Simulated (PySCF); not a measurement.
Species: `[SiH3]C(=C=S)N1CCCC1`. The columns A, B, C and D hold Mulliken, IAO, Hirshfeld and ESP-fitted charges (e) of one PBE0/pcSseg-1 density (PySCF), in a shuffled order. Coordinates in Å (GFN2-xTB); the density's dipole moment is (-1.88, -2.13, -0.56) D.

```tsv
atom	x	y	z	A	B	C	D
Si1	2.783	-0.595	-0.284	+0.311	+0.546	+0.320	+0.634
C2	1.353	0.594	0.104	+0.100	-0.069	-0.080	-0.255
C3	1.697	1.847	0.211	-0.290	-0.153	-0.013	-0.144
S4	2.304	3.284	0.389	-0.021	-0.028	-0.075	+0.047
N5	0.083	0.083	0.343	-0.263	-0.674	-0.072	-0.205
C6	-0.402	-1.049	-0.419	-0.127	-0.016	-0.024	-0.150
C7	-1.858	-1.143	0.021	+0.032	-0.199	-0.068	-0.258
C8	-2.271	0.328	0.087	-0.240	-0.279	-0.066	-0.266
C9	-0.996	1.038	0.554	+0.103	+0.063	-0.024	-0.159
H10	4.019	0.175	-0.332	-0.019	-0.069	-0.067	-0.099
H11	2.820	-1.613	0.768	-0.070	-0.065	-0.070	-0.115
H12	2.528	-1.234	-1.581	-0.086	-0.075	-0.073	-0.118
H13	-0.340	-0.877	-1.506	+0.098	+0.107	+0.028	+0.111
H14	0.175	-1.944	-0.176	+0.083	+0.148	+0.042	+0.140
H15	-1.914	-1.594	1.012	+0.048	+0.125	+0.042	+0.141
H16	-2.468	-1.723	-0.668	+0.028	+0.126	+0.046	+0.144
H17	-2.554	0.678	-0.906	+0.090	+0.127	+0.041	+0.138
H18	-3.108	0.496	0.762	+0.077	+0.131	+0.046	+0.145
H19	-1.035	1.291	1.620	+0.060	+0.128	+0.036	+0.141
H20	-0.821	1.968	-0.003	+0.083	+0.126	+0.029	+0.128
```

Task: Which column most likely holds the ESP-fitted charges?

Result: A. Σ q r misses the density's dipole by 0.03 D (A), 0.76 D (C), 1.23 D (D), 1.55 D (B). Charges fitted to the outside potential are the only set here that is tied to the molecule's multipoles.

Task: And the Hirshfeld charges?

Result: C. The mean sizes are 0.063 e (C), 0.111 e (A), 0.163 e (B), 0.177 e (D), and Hirshfeld charges are commonly the smallest of these schemes.

As computed, A = ESP-fitted, B = Mulliken, C = Hirshfeld, D = IAO. Hydrogens on carbon: ESP-fitted +0.03 to +0.10, Mulliken +0.11 to +0.15, Hirshfeld +0.03 to +0.05, IAO +0.11 to +0.15 e.

The Hirshfeld scheme weights the molecular density at each point by an atom's share of the summed free-atom densities. The Mulliken scheme gives each basis function's population to the atom it is centred on and halves the overlap population of two atoms between them.

Geometry: GFN2-xTB, one conformer, isolated molecule.
